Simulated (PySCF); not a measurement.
A structure optimised at PBE0-D3(BJ)/def2-SVP, used in a PySCF frequency run:

```xyz
5

Cl     0.0000     1.7257     1.8808
Ge     0.0000     0.0000     0.6124
Cl     0.0000    -1.7257     1.8808
I     -2.0608     0.0000    -0.7882
I      2.0608     0.0000    -0.7882
```

Task: Write its SMILES, formula and point group.

Result: [Cl][Ge]([Cl])([I])[I], Cl2GeI2, C2v

Task: What are its rotational constants (standard atomic weights)?

Result: 0.78278, 0.39205, 0.33416 GHz
